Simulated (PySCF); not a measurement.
borazine cation (B3H6N3), SMILES N1BNBNB1 (connectivity only; charge and spin as stated), charge +1, multiplicity 2. Atoms are numbered in the order given.

```xyz
12

B     -0.0603     0.7179     1.3086
N      0.0837    -0.7035     1.2554
B     -0.0370    -1.4081     0.0000
N      0.0837    -0.7035    -1.2554
B     -0.0603     0.7179    -1.3086
N      0.0060     1.3793     0.0000
H     -0.1766     1.3392     2.3361
H      0.0920    -1.2287     2.1377
H     -0.4546    -2.5589     0.0000
H      0.0920    -1.2287    -2.1377
H     -0.1766     1.3392    -2.3361
H      0.1984     2.3938     0.0000
```
Charge +1, spin multiplicity 2.

The structure is a stationary point at PBE-D3(BJ)/def2-SVP. The geometry has at least one imaginary mode, so it is a saddle point at that level. The spin state was assumed, not searched.

Calculation: B3LYP/pcH-1 in PySCF.

Unrestricted Kohn–Sham, ⟨S²⟩ = 0.762. Hyperfine tensors hold the contact and dipolar terms, without spin-orbit corrections.

Computed hyperfine couplings:
| nucleus | A(iso) (MHz) | A(iso) (G) | dipolar principal values (MHz) |
|---|---|---|---|
| 11B no. 1 | -24.2 | -8.6 | -9.2, 2.4, 6.9 |
| 14N no. 2 | 6.4 | 2.3 | -9.2, -8.9, 18.1 |
| 11B no. 3 | -12.4 | -4.4 | -9.6, -4.6, 14.2 |
| 14N no. 4 | 6.4 | 2.3 | -9.2, -8.9, 18.1 |
| 11B no. 5 | -24.2 | -8.6 | -9.2, 2.4, 6.9 |
| 14N no. 6 | 22.9 | 8.2 | -28.6, -28.2, 56.8 |
| 1H no. 7 | 26.8 | 9.6 | -4.3, -2.2, 6.5 |
| 1H no. 8 | -6.2 | -2.2 | -10.7, -5.1, 15.8 |
| 1H no. 9 | 117.5 | 41.9 | -6.0, -4.6, 10.5 |
| 1H no. 10 | -6.2 | -2.2 | -10.7, -5.1, 15.8 |
| 1H no. 11 | 26.8 | 9.6 | -4.3, -2.2, 6.5 |
| 1H no. 12 | -37.3 | -13.3 | -32.6, -8.8, 41.4 |
